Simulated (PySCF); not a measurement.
## Distorted geometries of GdF3(H2O)

GdF3(H2O) (singlet in the valence; each metal's 4f electrons, 7 of them, lie in its core potential, out of spins and levels). PySCF 2.14.0, RKS r2SCAN, Gd lcecp-1-SVP with ECP53, F def2-SVP, O def2-SVP, H def2-SVP; non-relativistic Hamiltonian with scalar-relativistic core potentials where named; density fitting; no spin-orbit coupling. Relaxed geometry:

```xyz
7

Gd    0.0855   -0.0810    0.0810
F     1.1091    1.3495    1.1474
F    -1.3095   -1.1467    1.1467
F     1.1091   -1.1474   -1.3495
O    -1.3158    1.3382   -1.3382
H    -1.6631    2.2152   -1.1204
H    -1.6631    1.1204   -2.2152
```

Task: Order these distorted geometries by energy above the relaxed one, lowest first.
A.
```xyz
7

Gd    0.1033   -0.0505    0.1324
F     1.0445    1.3388    1.1435
F    -1.3034   -1.1809    1.1681
F     1.1084   -1.1223   -1.4111
O    -1.3060    1.3261   -1.3850
H    -1.6515    2.2019   -1.0938
H    -1.6434    1.1351   -2.2021
```
B.
```xyz
7

Gd    0.1516   -0.0876    0.0004
F     0.9908    1.2939    1.1856
F    -1.3211   -1.1721    1.0946
F     1.1591   -1.2026   -1.2636
O    -1.2610    1.3675   -1.4044
H    -1.7236    2.1596   -1.1104
H    -1.6438    1.2893   -2.1502
```
C.
```xyz
7

Gd    0.0015   -0.0211   -0.0222
F     1.1064    1.3162    1.2026
F    -1.2657   -1.1646    1.0911
F     1.0872   -1.1115   -1.3058
O    -1.2596    1.3581   -1.3428
H    -1.6299    2.1990   -1.0559
H    -1.6879    1.0720   -2.2150
```

Result: C (0.26 eV), A (0.30 eV), B (0.84 eV).

Task: Which forces (eV/Å) act in the one that lies 0.84 eV up?

Result: 
```
Gd  -2.76 -0.29  1.54
F    0.68  0.82  0.54
F    0.83  0.61 -0.68
F    1.24 -1.13 -1.40
O    3.96  1.44  8.52
H    0.24  0.41  0.96
H   -4.19 -1.85 -9.48
```
Forces carry noise of the integration grid, about 0.01 to 0.03 eV/Å.

No frequency check is given that shows the relaxed geometry to be a minimum. An lcecp potential fixes the number of 4f electrons, so in runs with it no electron can move into or out of that shell.
